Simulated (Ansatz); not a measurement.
Molecular dynamics of C2H4ClFOSi

input.yaml

```yaml
crystal:
  periodic: [false, false, false]
  atoms:
    - { symbol: F, position_ang: [-1.700038, -0.040789, 0.177132] }
    - { symbol: C, position_ang: [-0.340845, 0.054793, 0.007917] }
    - { symbol: C, position_ang: [0.288269, -1.297238, -0.207379] }
    - { symbol: Cl, position_ang: [-0.241223, -2.058092, -1.757511] }
    - { symbol: O, position_ang: [-0.031545, 1.045624, -0.889768] }
    - { symbol: Si, position_ang: [0.466367, 1.453948, 1.124784] }
    - { symbol: H, position_ang: [1.388843, -1.190178, -0.240423] }
    - { symbol: H, position_ang: [0.009024, -1.978319, 0.618519] }
    - { symbol: H, position_ang: [-0.759545, 2.255528, 1.558739] }
    - { symbol: H, position_ang: [1.003794, 1.703523, -0.38891] }
basis:
  gaussian: { orbitals: def2-SVP }
hamiltonian:
  xc: pbe
  dispersion: d4
md:
  timestep: 0.5
  n_steps: 200
  ensemble: nve
  temperature: 100.0
  initial_velocities: maxwell_boltzmann
  seed: 10810
```

Launched with:

```bash
$ ansatz run input.yaml --threads 2 --pin off --max-ram 3072MiB --backend cpu --events-out ev --progress --plain --runs-dir out
```

It starts at the highest image of a converged band, a first-order saddle point between two minima.

Output, in part (step lines, the closing report, with atoms numbered from 0):

```
md step     0: t =     0.00 fs  T =   100.0 K  F+E_penalty+E_count = -27272.44660131 eV  E_kin = 0.103408 eV  conserved = -27272.34319331 eV  (31 SCF iters)
md step     1: t =     0.50 fs  T =    99.2 K  F+E_penalty+E_count = -27272.44574887 eV  E_kin = 0.102565 eV  conserved = -27272.34318384 eV  (36 SCF iters)
md step     2: t =     1.00 fs  T =    96.8 K  F+E_penalty+E_count = -27272.44324491 eV  E_kin = 0.100087 eV  conserved = -27272.34315783 eV  (36 SCF iters)
md step     3: t =     1.50 fs  T =    93.2 K  F+E_penalty+E_count = -27272.43949741 eV  E_kin = 0.096375 eV  conserved = -27272.34312221 eV  (36 SCF iters)
md step     4: t =     2.00 fs  T =    88.9 K  F+E_penalty+E_count = -27272.43506385 eV  E_kin = 0.091977 eV  conserved = -27272.34308689 eV  (36 SCF iters)
md step     5: t =     2.50 fs  T =    84.6 K  F+E_penalty+E_count = -27272.43049577 eV  E_kin = 0.087435 eV  conserved = -27272.34306120 eV  (36 SCF iters)
md step     6: t =     3.00 fs  T =    80.4 K  F+E_penalty+E_count = -27272.42619183 eV  E_kin = 0.083140 eV  conserved = -27272.34305186 eV  (36 SCF iters)
md step     7: t =     3.50 fs  T =    76.6 K  F+E_penalty+E_count = -27272.42230650 eV  E_kin = 0.079249 eV  conserved = -27272.34305754 eV  (36 SCF iters)
[... lines left out ...]
Total energy: -27272.82177214 eV, -1002.2577139436 hartree
Atom 0 at    -1.781253    -0.102157     0.103995 Å, force    -1.375186    -0.345484    -0.244349 eV/Å
Atom 1 at    -0.456490    -0.000545     0.107642 Å, force     1.575971    -0.723658     2.199185 eV/Å
Atom 2 at     0.266464    -1.271316    -0.054432 Å, force    -1.277797    -0.864419    -0.263979 eV/Å
Atom 3 at    -0.157708    -1.895157    -1.717290 Å, force     0.374074    -0.466048     0.017138 eV/Å
Atom 4 at    -0.015228     0.911581    -0.841518 Å, force    -0.577945     1.806514    -2.042373 eV/Å
Atom 5 at     0.536821     1.380814     1.000830 Å, force     0.725055     0.589151     1.575465 eV/Å
Atom 6 at     1.352185    -1.264176     0.125387 Å, force     0.111165     0.201143    -0.171087 eV/Å
Atom 7 at    -0.245833    -1.898535     0.691043 Å, force     0.270094    -0.669144     0.071929 eV/Å
Atom 8 at    -0.735560     2.304468     1.005181 Å, force     0.032455    -0.144571    -0.102434 eV/Å
Atom 9 at    -0.719214     1.590958    -0.632734 Å, force     0.142113     0.616516    -1.039494 eV/Å
Dipole moment:    -0.057624     0.057648     0.143214 e Å
```

The steps, from the saved trajectory:

```
time (fs)  T (K)  potential energy less start (eV)  conserved less start (meV/atom)
        0    100                             0.000                             0.00
        3     80                             0.020                             0.01
        6     59                             0.043                             0.01
        9     46                             0.056                             0.02
       12     66                             0.035                             0.02
       15    156                            -0.057                             0.03
       18    307                            -0.216                            -0.13
       21    375                            -0.284                            -0.02
       24    458                            -0.370                             0.01
       27    651                            -0.570                            -0.10
       30    737                            -0.657                             0.17
       33    685                            -0.606                            -0.10
       36    546                            -0.461                             0.02
       39    610                            -0.528                             0.02
       42    683                            -0.605                            -0.23
       45    561                            -0.476                             0.08
       48    849                            -0.778                            -0.30
       51    778                            -0.703                            -0.19
       54    495                            -0.408                             0.07
       57    556                            -0.474                            -0.22
       60    462                            -0.373                             0.11
       63    457                            -0.369                             0.01
       66    549                            -0.466                            -0.13
       69    501                            -0.413                             0.24
       72    563                            -0.480                            -0.10
       75    522                            -0.437                            -0.02
       78    515                            -0.428                             0.13
       81    557                            -0.474                            -0.20
       84    427                            -0.337                             0.06
       87    530                            -0.446                            -0.14
       90    662                            -0.584                            -0.34
       93    501                            -0.414                             0.06
       96    590                            -0.509                            -0.26
       99    432                            -0.344                            -0.09
```

The run went to its last step. The conserved energy stayed within 0.36 meV per atom of its start (net change -0.22 meV per atom), so the integration is sound. The kinetic energy rose, since the run started high on the potential surface and went downhill. A run of 0.1 ps of so small a system gives no equilibrium averages. The orbitals stay closed-shell, which can raise the energy where a bond breaks towards radicals; this wasn't checked here.

Between its relaxed ends the band would form O5–H10 and break Si6–H10. These pairs go: O5–H10 1.32 → 1.00 Å, Si6–H10 1.63 → 2.07 Å. In the last frame they stand as after the step (other bonds may differ from the relaxed reactants and products). It ends as one piece, C2H4ClFOSi. Pairs count as bonded within 1.25 times the sum of covalent radii (0.12 Å more for H–H).

Last frame:

```xyz
10
Properties=species:S:1:pos:R:3
F -1.781 -0.102 0.104
C -0.457 -0.001 0.108
C 0.267 -1.271 -0.054
Cl -0.158 -1.895 -1.717
O -0.015 0.912 -0.842
Si 0.537 1.381 1.001
H 1.352 -1.264 0.125
H -0.246 -1.899 0.691
H -0.736 2.304 1.005
H -0.719 1.591 -0.633
```

Run time: 2.5 min on 2 threads of AMD EPYC 9R45 96-Core Processor (Zen 5), with other jobs on the host, peak memory 0.17 GiB.
